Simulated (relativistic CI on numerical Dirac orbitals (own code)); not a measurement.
# Forbidden lines of W XXIX

Computed by Dirac-Coulomb-Breit CI, orbitals from a KLI potential per configuration, model QED (radiative potential, 1s self-energy scaled to tabulated hydrogen-like ionisation energies), unscaled Slater integrals (own radial code, finite nucleus).

Configuration list (outside the closed core [Ar] 3d10): 4s2 4p6 4d10, 4s2 4p6 4d9 4f, 4s2 4p5 4d10 4f, 4s 4p6 4d10 4f, 4s2 4p6 4d9 5s, 4s2 4p6 4d9 5p, 4s2 4p6 4d9 5d, 4s2 4p5 4d10 5s, 4s2 4p6 4d9 5f, 4s2 4p5 4d10 5p, 4s2 4p6 4d9 6s, 4s2 4p6 4d9 5g, 4s2 4p6 4d9 6p, 4s2 4p5 4d10 5d, 4s 4p6 4d10 5s, 4s2 4p6 4d9 6d, 4s 4p6 4d10 5p, 4p6 4d10 4f2, 4p6 4d9 4f3, 4p5 4d10 4f3, 4p6 4d9 4f2 5s, 4p6 4d9 4f2 5p, 4p6 4d9 4f2 5d. Double excitations out of closed p, d and f shells are left out; levels of such configurations are missing from the list, as are those of other unlisted configurations, and high levels can miss mixing partners. These lack a partner that the ground configuration has and come out too high: 4s2 4p5 4d10 5s, 4s2 4p6 4d9 5f, 4s2 4p5 4d10 5p, 4s2 4p6 4d9 6s, 4s2 4p6 4d9 5g.

| λ vac (Å) | Lower | Upper | Type | A (s⁻¹) | E lower (eV) | E upper (eV) |
| --- | --- | --- | --- | --- | --- | --- |
| 33.479 | 4s2 4p6 4d10 1S_0 [1] | 4s2 4p6 4d9 5s 3D_2 [25] | E2 | 1.52e+08 | 0.000 | 370.337 |
| 34.995 | 4s2 4p6 4d10 1S_0 [1] | 4s2 4p6 4d9 5s 1D_2 [23] | E2 | 1.67e+08 | 0.000 | 354.290 |
| 57.432 | 4s2 4p6 4d10 1S_0 [1] | 4s2 4p6 4d9 4f 3F°_2 [16] | M2 | 1.02e+04 | 0.000 | 215.879 |
| 58.061 | 4s2 4p6 4d10 1S_0 [1] | 4s2 4p6 4d9 4f 1D°_2 [15] | M2 | 2.95e+03 | 0.000 | 213.540 |
| 61.860 | 4s2 4p6 4d10 1S_0 [1] | 4s2 4p6 4d9 4f 1D°_2 [8] | M2 | 3.66e+04 | 0.000 | 200.428 |
| 63.164 | 4s2 4p6 4d10 1S_0 [1] | 4s2 4p6 4d9 4f 3P°_2 [4] | M2 | 2.15e+04 | 0.000 | 196.288 |
| 495.97 | 4s2 4p6 4d9 4f 3P°_2 [4] | 4s2 4p6 4d9 4f 1F°_3 [19] | M1 | 4.46e+03 | 196.288 | 221.287 |
| 578.56 | 4s2 4p6 4d9 4f 3P°_1 [3] | 4s2 4p6 4d9 4f 1D°_2 [15] | M1 | 6.17e+03 | 192.110 | 213.540 |
| 581.20 | 4s2 4p6 4d9 4f 3F°_3 [7] | 4s2 4p6 4d9 4f 1F°_3 [19] | M1 | 8.95e+03 | 199.954 | 221.287 |
| 604.88 | 4s2 4p6 4d9 4f 3G°_4 [9] | 4s2 4p6 4d9 4f 1F°_3 [19] | M1 | 1.13e+04 | 200.789 | 221.287 |
| 654.63 | 4s2 4p6 4d9 4f 3F°_3 [7] | 4s2 4p6 4d9 4f 3G°_3 [18] | M1 | 3.42e+03 | 199.954 | 218.894 |
| 656.35 | 4s2 4p6 4d9 4f 3H°_6 [6] | 4s2 4p6 4d9 4f 1H°_5 [17] | M1 | 3.33e+04 | 198.850 | 217.739 |
| 671.42 | 4s2 4p6 4d9 4f 1D°_2 [8] | 4s2 4p6 4d9 4f 3G°_3 [18] | M1 | 3.98e+03 | 200.428 | 218.894 |
| 684.82 | 4s2 4p6 4d9 4f 3G°_4 [9] | 4s2 4p6 4d9 4f 3G°_3 [18] | M1 | 1.42e+04 | 200.789 | 218.894 |
| 699.07 | 4s2 4p6 4d9 4f 3F°_4 [10] | 4s2 4p6 4d9 4f 3G°_4 [20] | M1 | 1.24e+04 | 203.611 | 221.347 |
| 701.45 | 4s2 4p6 4d9 4f 3F°_4 [10] | 4s2 4p6 4d9 4f 1F°_3 [19] | M1 | 8.18e+03 | 203.611 | 221.287 |
| 718.65 | 4s2 4p6 4d9 4f 3P°_2 [4] | 4s2 4p6 4d9 4f 1D°_2 [15] | M1 | 1.37e+04 | 196.288 | 213.540 |
| 778.06 | 4s2 4p6 4d9 4f 3G°_5 [11] | 4s2 4p6 4d9 4f 3G°_4 [20] | M1 | 1.94e+04 | 205.412 | 221.347 |
| 778.58 | 4s2 4p6 4d9 4f 3F°_3 [7] | 4s2 4p6 4d9 4f 3F°_2 [16] | M1 | 3.53e+03 | 199.954 | 215.879 |
| 792.12 | 4s2 4p6 4d9 4f 3H°_5 [5] | 4s2 4p6 4d9 4f 3H°_4 [14] | M1 | 2.43e+04 | 196.962 | 212.615 |
| 802.45 | 4s2 4p6 4d9 4f 1D°_2 [8] | 4s2 4p6 4d9 4f 3F°_2 [16] | M1 | 1.44e+04 | 200.428 | 215.879 |
| 811.28 | 4s2 4p6 4d9 4f 3F°_4 [10] | 4s2 4p6 4d9 4f 3G°_3 [18] | M1 | 6.27e+03 | 203.611 | 218.894 |
| 828.06 | 4s2 4p6 4d9 4f 3D°_3 [12] | 4s2 4p6 4d9 4f 3G°_4 [20] | M1 | 2.41e+03 | 206.374 | 221.347 |
| 831.40 | 4s2 4p6 4d9 4f 3D°_3 [12] | 4s2 4p6 4d9 4f 1F°_3 [19] | M1 | 4.73e+03 | 206.374 | 221.287 |
| 912.58 | 4s2 4p6 4d9 4f 3F°_3 [7] | 4s2 4p6 4d9 4f 1D°_2 [15] | M1 | 9.17e+03 | 199.954 | 213.540 |
| 990.31 | 4s2 4p6 4d9 4f 3D°_3 [12] | 4s2 4p6 4d9 4f 3G°_3 [18] | M1 | 6.81e+03 | 206.374 | 218.894 |
| 1005.7 | 4s2 4p6 4d9 4f 3G°_5 [11] | 4s2 4p6 4d9 4f 1H°_5 [17] | M1 | 4.72e+03 | 205.412 | 217.739 |
| 1048.5 | 4s2 4p6 4d9 4f 3G°_4 [9] | 4s2 4p6 4d9 4f 3H°_4 [14] | M1 | 3.54e+03 | 200.789 | 212.615 |
| 1304.5 | 4s2 4p6 4d9 4f 3D°_3 [12] | 4s2 4p6 4d9 4f 3F°_2 [16] | M1 | 3.63e+03 | 206.374 | 215.879 |
| 1411.8 | 4s2 4p6 4d9 4f 3D°_1 [13] | 4s2 4p6 4d9 4f 3F°_2 [16] | M1 | 4.08e+03 | 207.097 | 215.879 |

Terms are leading LS components. Brackets give the number of a level in order of energy, since labels repeat. The list gives strong lines, with weight on those to low levels, among the lowest 177 of 2650 levels, so that lines to higher ones, which can be the strongest, are missing. Levels whose partners in the same complex of configurations lie outside the list can be far off, and so can their lines. Rates are taken at the computed energies, electric ones in the length gauge.

At this charge energies of transitions that change n are usually good to better than 1 %, and those within a shell (Δn = 0) to a few per cent.

(1) From the table, what is the radiative lifetime of 4s2 4p6 4d9 4f 3F°_2?

Results:

(1) The listed rates from this level add up to about 3.58e+04 s⁻¹, 100 % of its decay; with all channels τ = 2.78e-05 s.

LS names give the leading component of a level, which can be under half, so a name can repeat, a term be missing and a line seem to break the LS rules.
